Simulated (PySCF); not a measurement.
C2H7FSSi, SMILES C[Si](F)(S)C.

Geometry optimised at TPSSh-D3(BJ)/def2-SVP. This is a generated structure with no PubChem entry under its InChIKey; it may be hypothetical. Other conformers were not sampled.

The numbers are results of PySCF with PBE/def2-TZVP, not measurements.

Isolated molecule, no solvent.

- total energy = -867.64385 hartree
- highest occupied level = -6.14 eV
- lowest empty level = -0.67 eV
- orbital gap = 5.47 eV
- dipole moment = 2.76 D
- quadrupole, principal values (traceless, Buckingham form, about the centre of nuclear charge) = -1.20, 0.31, 0.89 D·Å
- mean static polarisability = 69.5 bohr³ (10.31 Å³)
- polarisability, principal values = 60.6, 68.6, 79.4 bohr³
